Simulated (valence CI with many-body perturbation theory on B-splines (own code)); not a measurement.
The numbers below are computed, except where a source is named.
**Level structure of Rh XL**

Method: configuration interaction combined with many-body perturbation theory (CI+MBPT): four valence electrons over a frozen Dirac-Fock core [He], a basis of 11 s, 11 p, 9 d, 7 f, 5 g, 2 h, 1 i functions for each j, with the one-electron correlation potential Σ1, the two-electron term Σ2, the three-electron term Σ3, Breit, model QED; selected CI, second order for the rest (own B-spline code, finite nucleus).

The last digits are not significant, and no measured levels were compared; by estimate large intervals hold to a few tenths of a per cent, small ones and those within an open d or f shell to about a per cent. Among the levels kept, up to 270 cm⁻¹ of a level comes from second order outside the variational space, and about a tenth of that is noise between levels of different J, which matters for small intervals.

Levels 91 to 110 of 110, with energies above the lowest level, (2s^2 2p1/2^2) J=0. "Leading %" is the weight of the configuration and term that name the level; weights of strongly mixed levels are sums over their largest components and can fall short. In the jj column 3d3/2^4 stands for four electrons in 3d with j = 3/2.

```
No.  Configuration  Term  J  E (Ry)  Leading %                   Leading jj    Second component      g
 91      2s 2p2 3p   3P°  1  276.42         40  2s 2p1/2 2p3/2 3p3/2 (93 %)  25 % 2s 2p2 3p 3S°  1.344
 92      2s 2p2 3p   3P°  0  276.44         84  2s 2p1/2 2p3/2 3p3/2 (98 %)  15 % 2s 2p2 3p 1S°       
 93      2s 2p2 3d    3D  1  276.47         36  2s 2p1/2 2p3/2 3d5/2 (91 %)   28 % 2s 2p2 3d 3P  1.005
 94      2s 2p2 3d    5F  5  276.48         54  2s 2p1/2 2p3/2 3d5/2 (96 %)   46 % 2s 2p2 3d 3G  1.299
 95      2s 2p2 3p   3D°  2  276.48         39  2s 2p1/2 2p3/2 3p3/2 (93 %)  25 % 2s 2p2 3p 1D°  1.131
 96      2s 2p2 3d    5P  2  276.58         33  2s 2p1/2 2p3/2 3d3/2 (91 %)   23 % 2s 2p2 3d 3D  1.460
 97      2s 2p2 3d    3F  3  276.62         34  2s 2p1/2 2p3/2 3d3/2 (60 %)   31 % 2s 2p2 3d 5D  1.283
 98      2s 2p2 3d    5P  1  276.78         49  2s 2p1/2 2p3/2 3d3/2 (90 %)   20 % 2s 2p2 3d 3P  2.026
 99      2s 2p2 3p   3P°  1  276.85         56  2s 2p1/2 2p3/2 3p3/2 (93 %)  19 % 2s 2p2 3p 1P°  1.246
100      2s 2p2 3s    3D  3  276.90         42         2s 2p3/2^2 3s (79 %)   39 % 2s 2p2 3s 5P  1.425
101      2s 2p2 3d    3P  2  277.62         31  2s 2p1/2 2p3/2 3d5/2 (70 %)   19 % 2s 2p2 3d 3F  1.120
102      2s 2p2 3d    3D  3  277.89         51  2s 2p1/2 2p3/2 3d5/2 (74 %)   20 % 2s 2p2 3d 1F  1.276
103      2s 2p2 3s    3P  2  278.04         41         2s 2p3/2^2 3s (87 %)   24 % 2s 2p2 3s 1D  1.282
104      2s 2p2 3d    3F  4  278.12         53  2s 2p1/2 2p3/2 3d5/2 (77 %)   28 % 2s 2p2 3d 1G  1.189
105      2s 2p2 3d    3D  1  278.29         56  2s 2p1/2 2p3/2 3d5/2 (88 %)   17 % 2s 2p2 3d 3P  0.851
106      2s 2p2 3d    3P  0  278.54         74  2s 2p1/2 2p3/2 3d5/2 (92 %)   21 % 2s 2p2 3d 1S       
107      2s 2p2 3d    3G  3  278.92         57  2s 2p1/2 2p3/2 3d3/2 (97 %)   19 % 2s 2p2 3d 1F  0.885
108      2s 2p2 3d    3F  2  279.32         49  2s 2p1/2 2p3/2 3d3/2 (77 %)   26 % 2s 2p2 3d 1D  0.879
109      2s 2p2 3d    3D  1  279.52         55  2s 2p1/2 2p3/2 3d3/2 (89 %)   21 % 2s 2p2 3d 1P  0.704
110         2p3 3s   3P°  2  279.72         39      2p1/2^2 2p3/2 3s (91 %)     34 % 2p3 3s 5S°  1.565
```
